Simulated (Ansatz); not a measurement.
Reaction (redistribution): `[SH][In]([Br])[Br]` + `[SiH3]SS` → `S[S][In]([Br])[Br]` + `[SiH3]S`

Isolated molecules relaxed with PBE0-D4/def2-TZVP in Ansatz; ΔE leaves out vibrations. CCSD(T)/CBS is the MP2 limit (def2-TZVPP, def2-QZVPP) plus CCSD(T) − MP2 in def2-TZVPP, frozen cores. DFT in def2-TZVPP. B3LYP here is the variant with VWN-RPA as its local correlation; programs differ in this. def2 core potentials past Kr. For Br, In outer-core shells are correlated without core-valence functions, which leaves a few kJ/mol of doubt a bond. Scalar relativity is left out up to krypton. Each species was taken in one conformer, which may not be the lowest.

`[SH][In]([Br])[Br]`:

```xyz
5

S     1.277    1.406    0.321
In   -0.086   -0.408   -0.322
Br    0.533   -1.845   -2.199
Br   -2.164   -0.898    0.881
H     0.441    1.745    1.319
```

`[SiH3]SS`:

```xyz
7

Si   -0.145   -0.068    0.998
S    -0.846   -0.891   -0.853
S    -0.120    0.598   -2.086
H    -0.709    1.287    1.203
H     1.338   -0.001    0.995
H    -0.614   -0.995    2.062
H     1.096    0.070   -2.320
```

`S[S][In]([Br])[Br]`:

Cartesian coordinates in Å:
```
S -0.755 -1.264 1.780
S 1.066 -0.638 1.055
In 0.421 0.887 -0.666
Br 2.118 2.206 -1.846
Br -1.929 1.141 -1.300
H -0.922 -2.332 0.978
```

`[SiH3]S`:

Cartesian coordinates in Å:
```
Si -0.315 0.269 -0.327
S 0.733 -0.154 1.487
H 0.618 0.441 -1.470
H -1.032 1.539 -0.064
H -1.287 -0.803 -0.660
H 1.282 -1.294 1.035
```

| level | ΔE (kJ/mol) |
| --- | --- |
| B3LYP | 6.3 |
| BHLYP | 9.4 |
| CCSD(T)/def2-TZVPP | 8.8 |
| CCSD/CBS(def2) | 9.0 |

Q: What does CCSD(T)/CBS give? (Best estimate.)

A: Computed: +8.2 kJ/mol. The listed levels differ from it by -1.9, 1.2, 0.6, 0.8 kJ/mol.

Largest T1 diagnostic among the species: 0.012.

From PBE to PBE0 (25 % exact exchange), in def2-TZVPP and without D4, ΔE moves by +3.2 kJ/mol. Leaving LDA and LC-ωPBE aside and taking each functional with its dispersion term where it has one, the values, not all of them listed here, spread over 7.8 kJ/mol, from BLYP-D4 to ωB97M-V.
